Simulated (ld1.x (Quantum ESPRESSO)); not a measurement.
# arsenic: one change to a TM potential, before and after

- Element: arsenic
- Generator: ld1.x (Quantum ESPRESSO) 7.5
- Type: norm-conserving Troullier–Martins (Kleinman–Bylander form)
- Functional: PBE
- Relativity: fully relativistic
- Frozen core: [Ar] 3d10
- Valence charge: 5
- Reference configuration: 4s2 4p0 (charge +3)
- Partial waves: 4p (bound, empty): rc 1.45 bohr; 4d channel at -0.05 Ry: rc 1.35 bohr; 4s (bound): rc 1.50 bohr
- Local potential: the s channel
- Core correction: none

Open shells are filled in proportion to 2j + 1 (rel_dist='average').

Change: core correction a·sin(br)/r model core inside 1.66 bohr.

Cutoffs: the cutoffs (Ry, on a coarse ladder) from which the occupation-weighted sum of valence levels, in a spherical-Bessel basis at the reference potential, stays within 10 and 1 mRy of its value at 400 Ry; they do not see the model core or the augmentation charge, which bear on the density cutoff. Errors are all-electron minus pseudo energies relative to the spin-unpolarised reference configuration.

Task: How do hardness, ghosts and transferability respond?

Result: The potential gets neither clearly harder nor softer (35 Ry and 50 Ry → 35 Ry and 50 Ry); both files keep a bound ghost (d, p); of the 7 tests that both files solve, the error grows in 0 and shrinks in 4 by more than 15 % and 0.3 meV (median size 94.4 → 66.7 meV). Exchange and correlation are not linear in the density, so unscreening with the valence charge alone errs where core and valence overlap; a model core restores that term. A model core, the more so a compact one, raises the density cutoff, which this test does not measure.

| quantity | base | changed |
| --- | --- | --- |
| cutoff, loose | 35 Ry | 35 Ry |
| cutoff, tight | 50 Ry | 50 Ry |
| bound ghosts | p3/2, p1/2, d5/2, d3/2 | p3/2, p1/2, d5/2, d3/2 |
| error for 4s2 4p3, meV [ΔE -54.78 eV] | +101 | -105 |
| error for 4s2 4p2, meV [ΔE -45.63 eV] | +73 | -67 |
| error for 4s2 4p1, meV [ΔE -27.71 eV] | +33 | -21 |
| error for 4s1 4p3, meV [ΔE -35.53 eV] | +94 | -36 |
| error for 4s1 4p4, meV [ΔE -45.37 eV] | +122 | -67 |
| error for 4s2 4p2.5, meV [ΔE -51.23 eV] | +88 | -88 |
| error for 4s1 4p0, meV [ΔE 50.65 eV] | +159 | -32 |
| s: phases at 1.64 bohr within 0.05 rad from the reference energy up to (Ry; the scan ends near 5) | 3.9 | 3.9 |
| p1/2: phases at 1.64 bohr within 0.05 rad from the reference energy up to (Ry; the scan ends near 5) | 4.8 | 4.8 |
| p3/2: phases at 1.64 bohr within 0.05 rad from the reference energy up to (Ry; the scan ends near 5) | to the end of the scan | to the end of the scan |
| d3/2: phases at 1.64 bohr within 0.05 rad from the reference energy up to (Ry; the scan ends near 5) | to the end of the scan | to the end of the scan |
| d5/2: phases at 1.64 bohr within 0.05 rad from the reference energy up to (Ry; the scan ends near 5) | to the end of the scan | to the end of the scan |

 A true bound ghost makes a file unfit for plane-wave use even where its test errors are small: the radial tests pick states by their node count and pass the ghost by.
